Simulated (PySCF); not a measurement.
Zr(O)2 cation (O2Zr), SMILES [Zr](=[O])=[O] (connectivity only; charge and spin as stated), charge +1, multiplicity 2.

Coordinates come from a PBE0-D3(BJ)/def2-TZVP optimisation. A frequency run showed that this geometry is not a minimum. The spin state was assumed, not searched. The isomer is the one that the SMILES or the coordinates give; other isomers of the formula were not compared. The def2 effective core potentials stand for the cores of Zr; spin–orbit coupling is left out.

Two levels are set side by side: PBE/def2-TZVPD (PySCF) and ωB97X/def2-TZVPD (PySCF). Same geometry, gas phase. Differences are taken from unrounded values.

```csv
quantity,PBE
α-spin orbital gap (eV),4.52
β-spin orbital gap (eV),1.39
mean polarisability (bohr³),32.6
```

Question: These are the PBE values. What does ωB97X give? (An estimate is asked for; the answer gives what the named calculation found.)

Answer: 
```tsv
quantity	ωB97X	PBE minus ωB97X
α-spin orbital gap (eV)	11.62	-7.11
β-spin orbital gap (eV)	8.69	-7.30
mean polarisability (bohr³)	37.0	-4.5
```

Rough cost on one machine, each run with all the roots and properties that it gave: ωB97X against PBE within a factor of 2.
